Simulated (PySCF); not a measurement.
Compound: C2HBF2S2.
Numbering: `[F:1][B:2]1[S:3][CH:4]=[C:5]([F:6])[S:7]1` (hydrogens: H8 on C4)

Geometry (PBE0-D3(BJ)/def2-SVP, Å), atoms numbered from 1 in this order:
```
atom  x, y, z in Å
F1    -2.649    0.537   -1.053
B2    -1.443    0.280   -0.580
S3    -0.780   -1.389   -0.410
C4     0.750   -0.865    0.245
C5     0.942    0.456    0.404
F6     2.051    0.981    0.890
S7    -0.314    1.592   -0.044
H8     1.504   -1.608    0.508
```

Level of theory: PBE0-D3(BJ)/def2-SVP geometry optimisation, gas phase in PySCF.

Masses are those of the commonest isotopes; rigid-rotor values at the optimised geometry. 

(1) What are A, B and C (MHz)?

(2) What kind of rotor is it?

(3) What does the inertial defect say?

(4) Predict some low-J microwave lines.

(5) Estimate the classical rotational partition function at 25 K, 298.15 K and 500 K.

Answers

(1) Ia = 165.76, Ib = 321.37, Ic = 487.13 u·Å²; 505379 MHz·u·Å²/I gives A = 3049, B = 1573, C = 1037 MHz.

(2) An asymmetric top. Ray's parameter κ = (2B − A − C)/(A − C) = -0.468; −1 is the prolate and +1 the oblate limit.

(3) Planar: Δ = Ic − Ia − Ib = 0.00 u·Å². For a rigid frame Δ = −2 Σ m c², so it vanishes when all atoms lie in the ab plane; here none is more than 0.01 Å from it.

(4) The dipole components are |μa| = 0.44 D, |μb| = 0.83 D, |μc| = 0.00 D; the mirror of this Cs structure is the ab plane, so μc vanishes by symmetry and there are no c-type lines. Intensities carry the squares of the components, which stand as 0.28 : 1.00 (a : b). Some of the stronger lines:

```csv
type,branch,"J(Ka,Kc)",MHz,lower level (cm⁻¹)
a,R,"1(0,1) ← 0(0,0)",2610,0.000
b,R,"2(0,2) ← 1(1,1)",3623,0.136
b,R,"1(1,1) ← 0(0,0)",4086,0.000
b,Q,"3(2,1) ← 3(1,2)",4282,0.631
b,Q,"2(2,0) ← 2(1,1)",4550,0.346
a,R,"3(1,3) ← 2(1,2)",6959,0.293
a,R,"3(0,3) ← 2(0,2)",7382,0.257
a,R,"3(2,2) ← 2(2,1)",7830,0.494
b,R,"3(1,3) ← 2(0,2)",8021,0.257
a,R,"3(2,1) ← 2(2,0)",8278,0.498
a,R,"3(1,2) ← 2(1,1)",8546,0.346
b,R,"4(0,4) ← 3(1,3)",8843,0.525
a,R,"4(0,4) ← 3(0,3)",9482,0.503
b,R,"4(1,4) ← 3(0,3)",9811,0.503
a,R,"4(3,1) ← 3(3,0)",10741,1.049
a,R,"4(1,3) ← 3(1,2)",11210,0.631
b,Q,"4(4,0) ← 4(3,1)",11917,1.407
b,R,"3(2,1) ← 2(1,2)",14433,0.293
b,R,"3(3,0) ← 2(2,1)",16635,0.494
b,R,"4(4,0) ← 3(3,1)",22675,1.048
```

(5) Point group Cs, symmetry number σ = 1; q = (√π/σ)·√((kT/h)³/(ABC)), k/h = 20836.6 MHz/K: 9450 at 25 K, 389000 at 298.15 K, 845000 at 500 K.

No frequency check. These are rigid-rotor constants of the computed structure; measured ground-state constants (B0) also hold zero-point vibration. Quadrupole hyperfine structure (11B) is left out.
